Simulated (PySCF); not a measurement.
Job file and geometry (Å, from GFN2-xTB) of an NMR shielding run on `C=CS[SiH2]N[SiH3]`, C₂H₉NSSi₂, PySCF 2.14.0, density-fitted response routines, GIAO PBE0/pcSseg-1 NMR shielding, non-relativistic, gas phase; density fitting, a coarse starting grid and PySCF grid level 2 are the driver's defaults:

```
$ OMP_NUM_THREADS=1 python probes_run.py task.json out

{"job": {"kind": "nmr", "xc": "PBE0", "basis": "pcSseg-1"}, "charge": 0, "multiplicity": 1}
C     -2.058247     1.207457    -0.230076
C     -2.622744     0.017970    -0.111515
S     -1.903065    -1.463106     0.489223
Si     0.081324    -0.935660     1.153257
N      0.996255    -0.455788    -0.222722
Si     2.630137     0.129117    -0.326220
H     -2.620302     2.040878    -0.615909
H     -1.035587     1.396833     0.047666
H     -3.648682    -0.155990    -0.399867
H      0.541929    -2.177726     1.758686
H     -0.024007     0.151747     2.119672
H      0.540736    -0.586216    -1.113669
H      3.119988     0.132891     1.047474
H      3.396395    -0.773481    -1.186105
H      2.601456     1.479064    -0.895912
```

**Question.** What does the program print?

**Answer.** 
```
coarse grid: 13688 points
cycle   1  E = -1112.8955743725  dE =  4.574e-01  |g| = 4.936e-01  |ddm| = 3.568e+00
cycle   2  E = -1112.8556165431  dE =  3.996e-02  |g| = 6.524e-01  |ddm| = 9.669e-01
cycle   3  E = -1112.9486816187  dE = -9.307e-02  |g| = 8.201e-02  |ddm| = 6.201e-01
cycle   4  E = -1112.9502961801  dE = -1.615e-03  |g| = 2.560e-02  |ddm| = 1.225e-01
cycle   5  E = -1112.9504500242  dE = -1.538e-04  |g| = 9.355e-03  |ddm| = 3.666e-02
cycle   6  E = -1112.9504703272  dE = -2.030e-05  |g| = 3.691e-03  |ddm| = 1.126e-02
cycle   7  E = -1112.9504735113  dE = -3.184e-06  |g| = 5.656e-04  |ddm| = 2.957e-03
final grid: 117360 points
cycle   8  E = -1112.9843771546  dE = -1.666e-05  |g| = 8.132e-03  |ddm| = 2.284e-02
cycle   9  E = -1112.9843609917  dE =  1.616e-05  |g| = 1.139e-02  |ddm| = 1.753e-02
cycle  10  E = -1112.9843925950  dE = -3.160e-05  |g| = 8.031e-04  |ddm| = 1.133e-02
cycle  11  E = -1112.9843927313  dE = -1.363e-07  |g| = 2.845e-04  |ddm| = 8.910e-04
cycle  12  E = -1112.9843927506  dE = -1.934e-08  |g| = 6.377e-05  |ddm| = 2.963e-04
cycle  13  E = -1112.9843927515  dE = -8.602e-10  |g| = 2.845e-05  |ddm| = 7.642e-05
converged SCF energy = -1112.9843927515

GIAO shielding tensors (ppm)
atom      isotropic    diamagn.    paramagn.     s11        s22        s33       span
  0 C       67.506     257.903    -190.397    -41.646     80.682    163.482    205.127
  1 C       48.569     258.690    -210.121    -64.324     57.199    152.832    217.156
  2 S      547.117    1059.382    -512.266    386.499    542.644    712.208    325.709
  3 Si     381.688     879.915    -498.227    339.242    371.760    434.062     94.819
  4 N      263.804     327.929     -64.124    226.164    258.864    306.384     80.220
  5 Si     406.670     879.635    -472.965    362.685    397.142    460.184     97.499
  6 H       26.172      29.328      -3.156     23.467     24.947     30.102      6.635
  7 H       26.030      34.532      -8.502     22.711     25.514     29.865      7.154
  8 H       25.310      29.171      -3.862     21.793     25.543     28.593      6.799
  9 H       26.596      28.990      -2.394     22.170     25.141     32.478     10.308
 10 H       26.191      30.205      -4.014     22.636     24.869     31.067      8.430
 11 H       32.310      35.800      -3.490     22.535     31.586     42.809     20.274
 12 H       27.128      28.977      -1.849     23.844     25.992     31.550      7.705
 13 H       26.892      28.222      -1.331     22.884     25.061     32.730      9.846
 14 H       26.882      29.118      -2.236     22.675     25.425     32.545      9.869
```

**Question.** Turn these shieldings into chemical shifts. δ = σ(ref) − σ, references computed at the same level: TMS for 13C (σ = 186.93 ppm) and 29Si (σ = 349.16 ppm) and 1H (σ = 31.72 ppm); CS2 for 33S (σ = 503.73 ppm); 15N (σ = 267.73 ppm) vs NH3.

**Answer.** Averaging equivalent atoms: C 1: 138.4; C 0: 119.4; S 2: -43; Si 3: -32.5; Si 5: -57.5; N 4: 3.9; H 8: 6.41; H 7: 5.69; H 6: 5.54; H 9/10: 5.32; H 12/13/14: 4.75; H 11: -0.59 ppm. Experimental scales use liquid or dissolved standards, which lie at an offset from isolated NH3 (liquid NH3: subtract about 20 ppm).

Size and cost of the density-fitted run: 168 basis functions, 23 s wall time on 1 thread of an Arm Neoverse V1, shared host; peak memory 0.75 GiB.
